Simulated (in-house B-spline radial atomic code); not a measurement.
How numerical settings move a run on the technetium ion Tc³⁺, [Kr] 4d4. Computed with an all-electron radial atomic-structure program (B-spline basis): Dirac-Hartree-Fock, average of configuration, Fermi nucleus of rms radius 4.41117 fm.

Command:
```bash
python run_scf.py task.json out
```
Settings of the sound reference run:
```
Z                43
electrons        40
configuration    [Kr] 4d4
hamiltonian      dirac
method           hf
spin_polarised   False
nucleus          fermi
rms_radius       4.41117
mass_number      97
atomic_mass      96.90636
speed_of_light   137.036
knot_spacing     0.22
spline_order     8
gauss_points     12
box_radius       16.22
max_iterations   70
damping          0.5
damped_steps     3
diis_vectors     10
tolerance        1e-08
start            Thomas-Fermi
```

Time taken, with all properties: 1.9 s on 1 thread of Arm Neoverse N1, with other jobs on the host.

It converges in 10 iterations to -4282.386422 hartree, with 4d5/2 at -41.4043 eV. The other runs change the listed settings, some to values that make no sense; their results aren't properties of the atom or ion. Radii are in bohr (the nuclear one in fm), a minus after a letter asks for a j subshell, and «unchanged» means within 1e-8 hartree. The run stops when the residual is below 10 × tolerance × max(1, Z/10), or a noise floor if that is larger, and the energy moves by less than 1e-8 × √|E| hartree; so very loose and very tight tolerances often act alike.

| changed settings | outcome |
| --- | --- |
| first_knot = 0.000233, max_iterations = 100, damping = 0.2, diis_vectors = 20 | converged in 9 iterations, energy +2.25e-04 hartree from the reference, 4d5/2 level +1.3e-05 eV |
| spin_polarised = True | stopped with error: spin polarisation is not served with the Dirac Hamiltonian |
| spline_order = 7 | converged in 10 iterations, energy +2.11e-07 hartree from the reference |
| electrons = 43, configuration = [Kr] 4d4 5s3, max_iterations = 50 | stopped with error: shell 5s holds at most 2 electrons |
| spline_order = 6 | converged in 10 iterations, energy +3.15e-06 hartree from the reference, 4d5/2 level -5.6e-07 eV |
| tolerance = 1e-13 | converged in 10 iterations, energy unchanged |
| first_knot = 0.000233 | converged in 10 iterations, energy +2.25e-04 hartree from the reference, 4d5/2 level -6.7e-07 eV |
| spline_order = 10, max_iterations = 2, damped_steps = 0, tolerance = 0.01 | not converged after 2 iterations, last residual 2.1e-01, last energy +1.46e+00 hartree from the reference |
| first_knot = 0.00698 | converged in 10 iterations, energy +1.47e-02 hartree from the reference, 4d5/2 level -8.3e-04 eV |
| max_iterations = 75, damping = 0, diis_vectors = 20 | converged in 10 iterations, energy unchanged, 4d5/2 level +2.2e-06 eV |
| first_knot = 2.33e-05 | converged in 10 iterations, energy +2.02e-08 hartree from the reference |
| first_knot = 0.0698 | converged in 10 iterations, energy +1.24e+01 hartree from the reference, 4d5/2 level -2.1e-01 eV |
| first_knot = 0.0233 | converged in 10 iterations, energy +9.08e-01 hartree from the reference, 4d5/2 level -1.3e-02 eV |
| spline_order = 10 | converged in 10 iterations, energy -2.87e-08 hartree from the reference |
| spline_order = 4 | converged in 10 iterations, energy +2.00e-03 hartree from the reference, 4d5/2 level -3.0e-04 eV |

Task: What happens with tolerance = 1e-06?

Result: Converged in 8 iterations, energy +1.06e-08 hartree from the reference, 4d5/2 level -6.6e-04 eV.

Task: What happens with first_knot = 0.00233?

Result: Converged in 10 iterations, energy +4.10e-02 hartree from the reference, 4d5/2 level -1.4e-04 eV.

Task: What happens with spline_order = 5?

Result: Converged in 10 iterations, energy +6.31e-05 hartree from the reference, 4d5/2 level -1.2e-05 eV.

Task: What happens with first_knot = 2.33e-06?

Result: Converged in 9 iterations, energy -1.63e-08 hartree from the reference, 4d5/2 level -1.9e-05 eV.
